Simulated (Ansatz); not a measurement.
Job for Ansatz (an electronic-structure program): R-CCSD(T)/aug-cc-pV(D+d)Z on CH3ClN2 (a complex), monomers drawn apart or pushed together. Files ending in .json are basis or fitting sets from the Basis Set Exchange.

Ansatz 0.2 input:
```yaml
crystal:
  periodic: [false, false, false]
  atoms:
    - {symbol: N, position_ang: [0.21845922, -0.37646004, -0.16395709]}
    - {symbol: N, position_ang: [1.10229885, 0.08335934, -0.60762064]}
    - {symbol: C, position_ang: [-0.89058697, -0.68823579, 2.73237294]}
    - {symbol: Cl, position_ang: [0.49512876, 0.43348288, 2.94125057]}
    - {symbol: H, position_ang: [-0.50348007, -1.65502837, 2.42609296]}
    - {symbol: H, position_ang: [-1.41036037, -0.76639853, 3.68236671]}
    - {symbol: H, position_ang: [-1.54528089, -0.28289700, 1.96753229]}
basis:
  gaussian:
    orbitals: aug-cc-pV_D+d_Z.json
magnetization: {spin_polarized: false}
correlation: {method: ccsd_t, electrons: outside_noble_gas}
scf: {lower_state_search: off}
```

Program output:

```
WARN ansatz: RAYON_NUM_THREADS=1 ignored (pool sized by the plan → 1); use --threads N
Functional definition: HF
these checks for a lower state are left out or cut short: stability, starts, cluster_reference, orbital_swaps, neighbouring_geometries, increment
integrals: 0.27 GiB planned
1251 factors; integrals over basis functions are off by at most 8.9e-4 eV
mean field: 0.39 GiB planned
mean field evaluation 1: about -16545.6877 eV, gradient 1.8e1 eV
mean field evaluation 2: about -16545.7495 eV, gradient 1.8e1 eV
mean field evaluation 4: about -16546.7648 eV, gradient 2.0e0 eV
mean field evaluation 8: about -16546.7772 eV, gradient 9.7e-2 eV
mean field -16546.77720891 eV, -608.0828466192 hartree, gradient 7.1e-7 eV, S^2 0.000000; 0 other end points of the search recorded, 0 dependent functions left out
8 core orbitals not correlated
reference -16546.77720891 eV, -608.0828466192 hartree; 12, 12 occupied and 108, 108 virtual orbitals, 1251 factors
second order -17.03300634 eV of doubles, -0.00000000 eV of singles
coupled cluster: 0.73 GiB planned
cycle   1  -17.31161627 eV  change   -2.8e-1 eV  update   9.6e-2
cycle   2  -17.83538405 eV  change   -5.2e-1 eV  update   2.9e-2
cycle   3  -17.93479123 eV  change   -9.9e-2 eV  update   1.2e-2
cycle   4  -17.93986306 eV  change   -5.1e-3 eV  update   3.0e-3
cycle   5  -17.94178903 eV  change   -1.9e-3 eV  update   8.6e-4
cycle   6  -17.94195263 eV  change   -1.6e-4 eV  update   2.5e-4
cycle   7  -17.94206586 eV  change   -1.1e-4 eV  update   7.6e-5
cycle   8  -17.94213047 eV  change   -6.5e-5 eV  update   2.3e-5
cycle   9  -17.94212808 eV  change    2.4e-6 eV  update   7.0e-6
perturbative correction -0.64506691 eV, -0.0237057719 hartree
Total energy: -16565.36440391 eV, -608.7659134363 hartree
Checks for a lower state left out: stability, starts, cluster_reference, orbital_swaps, neighbouring_geometries, increment
```

Self-consistency was reached.

Cost: around 12 core-seconds (rough).
